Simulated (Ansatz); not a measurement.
# Which method gave which barrier?

Saddle point of GaSiNH₈, singlet (GaSiH₅ ([SiH3][GaH2]) + NH₃ → GaNH₄ ([NH2][GaH2]) + SiH₄; bonds formed: Si2–H5; dative contacts that become bonds: Ga1–N6; bonds broken: Ga1–Si2, H5–N6), PBE0-D4/def2-TZVP structure:

| atom | x (Å) | y (Å) | z (Å) |
| --- | --- | --- | --- |
| Ga1 | -0.4461 | 0.1301 | -1.2463 |
| Si2 | 0.5126 | -1.2461 | 0.9372 |
| H3 | 0.7393 | -0.0285 | -2.2482 |
| H4 | -1.8962 | -0.4372 | -1.3435 |
| H5 | 0.1089 | 0.4693 | 0.5287 |
| N6 | -0.2978 | 1.7111 | -0.0992 |
| H7 | 1.9388 | -1.1902 | 1.3646 |
| H8 | -0.3316 | -1.5477 | 2.1272 |
| H9 | 0.3869 | -2.4169 | 0.0124 |
| H10 | -1.1345 | 2.1578 | 0.2493 |
| H11 | 0.4200 | 2.3983 | -0.2822 |

Computed with Ansatz 0.2.0 (basis: def2-TZVPP, with def2-QZVPP for the basis limit); correlated methods freeze the cores. Filled d shells of the heavier atoms are correlated. The def2 sets are not built for correlating such inner shells, so the correlated values are less sure here. B3LYP uses VWN-RPA correlation. Extrapolation: Hartree–Fock as exp(−7.88 √X), correlation as X^−2.97. Four methods, as single points on the PBE0-D4 structures, gave these electronic barriers from the start structure: 169.0, 183.1, 189.2, 237.3 kJ/mol.

The methods were, in alphabetical order, B3LYP-D4, BLYP-D4, HF, MP2. Which gave which? (Judge from chemistry; the calculation decides.)

Computed: BLYP-D4 169.0; B3LYP-D4 183.1; MP2 189.2; HF 237.3 kJ/mol. For comparison, CCSD(T) at an estimated basis limit (MP2 extrapolated from triple and quadruple zeta, plus CCSD(T) − MP2 in triple zeta) gives 188.8 kJ/mol.

No T1 diagnostic of these runs exceeds 0.014. The end structure is not quite a true minimum (one mode of 53i cm⁻¹).

Labels in which every atom is bracketed show which atoms are joined, not bond orders.

For scale, one of the runs: CCSD(T)/def2-TZVPP, 233 basis functions, launched by `ansatz run in.yaml --threads 4 --pin off --events-out ev --progress --plain --max-ram 9574MiB`. Hardware: 4 CPU threads of an Arm Neoverse V2, shared host. Wall time 98 s; peak host memory 3.9 GiB.
